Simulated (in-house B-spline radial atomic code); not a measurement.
Zr²⁺ is squeezed into an impenetrable sphere of radius R (the orbitals vanish at R). Computed with an all-electron radial atomic-structure program (B-spline basis): Dirac-Hartree-Fock, average of configuration, Fermi nucleus of rms radius 4.2694 fm.

Energies in eV above the free ion in [Kr] 4d2:

| R (bohr) | highest level (eV) | [Kr] 4d2 | [Ar] 3d10 4s2 4p5 4d2 4f1 | [Ar] 3d9 4s2 4p6 4d2 4f1 |
| --- | --- | --- | --- | --- |
| 9.1 | -22 | 0.0001845 | 46.09 | 198.1 |
| 6.33 | -22 | 0.03898 | 48.33 | 200.4 |
| 4.7 | -21.4 | 0.6757 | 53.58 | 205.5 |
| 3.95 | -20.3 | 2.494 | 59.87 | 211.4 |
| 3.49 | -18.5 | 5.891 | 67.47 | 218.5 |
| 2.93 | -13.2 | 18.84 | 87.97 | 237.4 |
| 2.79 | -10.8 | 25.8 | 97.39 | 246.3 |
| 2.15 | 13.6 | 122.4 | 209.1 | 355.4 |
| 1.81 | 47.6 | 302.9 | 399.3 | 549.5 |
| 1.36 | 166 | 1137 | 1231 | 1428 |

(1) Does [Ar] 3d10 4s2 4p5 4d2 4f1 fall below [Kr] 4d2 under compression?

(2) Does [Ar] 3d9 4s2 4p6 4d2 4f1 fall below [Kr] 4d2 under compression?

The highest level is first positive in the row R = 2.15 bohr, pushed up by confinement above the zero of the free ion's potential. Each configuration is held fixed and needn't be the lowest in the sphere.

Results:

(1) No, it stays above over the whole range.

(2) No, it stays above over the whole range.
